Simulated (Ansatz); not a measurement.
C6H16Cl2GeN2, SMILES `CC(C)[NH][Ge]([Cl])([Cl])[NH]C(C)C`. Charge 0, multiplicity 1. Geometry: relaxed with PBE0-D4/def2-TZVP. It is one conformer, not always the lowest.

```xyz
27

C    -2.918    0.512   -1.600
C    -1.620   -0.179   -1.207
C    -1.414   -1.468   -1.986
N    -1.547   -0.457    0.225
Ge   -0.838    0.720    1.384
Cl   -1.161   -0.182    3.316
Cl   -1.742    2.677    1.475
N     0.863    1.044    0.903
C     1.855   -0.024    0.819
C     2.597   -0.234    2.131
C     2.814    0.262   -0.326
H    -2.937    0.734   -2.670
H    -3.045    1.448   -1.052
H    -3.774   -0.132   -1.377
H    -0.785    0.494   -1.434
H    -2.216   -2.180   -1.765
H    -0.465   -1.934   -1.719
H    -1.422   -1.279   -3.062
H    -2.338   -0.978    0.578
H     1.239    1.922    1.234
H     1.304   -0.941    0.580
H     1.902   -0.461    2.942
H     3.314   -1.054    2.051
H     3.153    0.670    2.403
H     3.367    1.188   -0.139
H     3.542   -0.545   -0.437
H     2.271    0.377   -1.265
```

(1) What is the dipole moment at r2SCAN/def2-TZVPP? (An estimate is asked.)

(2) And with PBE, B3LYP, ωB97M-V? (Best estimate.)

(3) Give the Mulliken charges with r2SCAN, PBE, ωB97M-V in def2-TZVPP. (Best estimate.)

## Answers

(1) The calculation gave: 2.79 D, with components (1.32, -1.14, -2.18) D in this frame, pointing from negative to positive charge.

(2) Ansatz gave: PBE 2.72 D, B3LYP 2.68 D, ωB97M-V 2.59 D.

(3) The calculation gave: 
| atom | r2SCAN | PBE | ωB97M-V |
| --- | --- | --- | --- |
| C1 | -0.17 | -0.25 | -0.28 |
| C2 | 0.22 | 0.14 | 0.00 |
| C3 | -0.15 | -0.25 | -0.29 |
| N4 | -0.30 | -0.23 | -0.25 |
| Ge5 | 0.64 | 0.54 | 0.58 |
| Cl6 | -0.31 | -0.29 | -0.26 |
| Cl7 | -0.31 | -0.29 | -0.26 |
| N8 | -0.30 | -0.23 | -0.25 |
| C9 | 0.22 | 0.14 | 0.00 |
| C10 | -0.17 | -0.25 | -0.28 |
| C11 | -0.15 | -0.25 | -0.29 |
| H12 | 0.04 | 0.07 | 0.10 |
| H13 | 0.06 | 0.09 | 0.11 |
| H14 | 0.03 | 0.06 | 0.10 |
| H15 | 0.00 | 0.04 | 0.09 |
| H16 | 0.04 | 0.07 | 0.10 |
| H17 | 0.05 | 0.09 | 0.11 |
| H18 | 0.04 | 0.07 | 0.10 |
| H19 | 0.13 | 0.12 | 0.10 |
| H20 | 0.13 | 0.12 | 0.10 |
| H21 | 0.00 | 0.04 | 0.09 |
| H22 | 0.06 | 0.09 | 0.11 |
| H23 | 0.04 | 0.07 | 0.10 |
| H24 | 0.03 | 0.06 | 0.10 |
| H25 | 0.04 | 0.07 | 0.10 |
| H26 | 0.04 | 0.07 | 0.10 |
| H27 | 0.05 | 0.09 | 0.11 |

B3LYP here is the variant with VWN-RPA as its local correlation; programs differ in this.
